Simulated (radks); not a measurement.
Q: Gd31+, configuration [Ar] 3d10 4s2 4p3. All-electron calculation, Dirac Kohn-Sham, Wu-Cohen GGA, spin-unpolarised, spherical densities, finite nucleus; open shells are shared between the two j in proportion to 2j + 1; Fermi nuclear charge, rms radius 5.1569 fm. Program: a radial shooting solver on a logarithmic mesh with Libxc functionals. Some entries of the table are withheld. Estimate them.

orbital,occ.,eigenvalue (eV),<r> (bohr),<r^2> (bohr^2)
1s1/2,2,-51206.02,0.02191,0.0006551
2s1/2,2,-9412.514,0.09264,0.01019
2p1/2,2,-9001.991,0.07735,0.007393
2p3/2,4,-8304.253,0.08416,0.008620
3s1/2,2,-2930.639,0.2410,0.06639
3p1/2,2,-2754.275,0.2302,0.06155
3p3/2,4,-2606.715,0.2426,0.06811
3d3/2,4,(1),0.2141,0.05368
3d5/2,6,(2),0.2179,0.05548
4s1/2,2,-1331.242,(3),0.2747
4p1/2,1,-1258.456,0.4939,(4)
4p3/2,2,-1213.563,0.5122,(5)
4d3/2,0,-1094.343,0.5049,0.2913
4d5/2,0,-1084.662,0.5100,0.2971
4f5/2,0,-949.4523,0.4802,0.2602
4f7/2,0,-947.0403,0.4822,0.2623
5s1/2,0,-758.8146,0.8482,0.8038
5p1/2,0,-724.6581,(6),0.8261
5p3/2,0,-705.1808,(7),0.8723

A: 
(1) 3d3/2 eigenvalue (eV): -2306.037
(2) 3d5/2 eigenvalue (eV): -2273.431
(3) 4s1/2 <r> (bohr): 0.4945
(4) 4p1/2 <r^2> (bohr^2): 0.2759
(5) 4p3/2 <r^2> (bohr^2): 0.2964
(6) 5p1/2 <r> (bohr): 0.8581
(7) 5p3/2 <r> (bohr): 0.8819
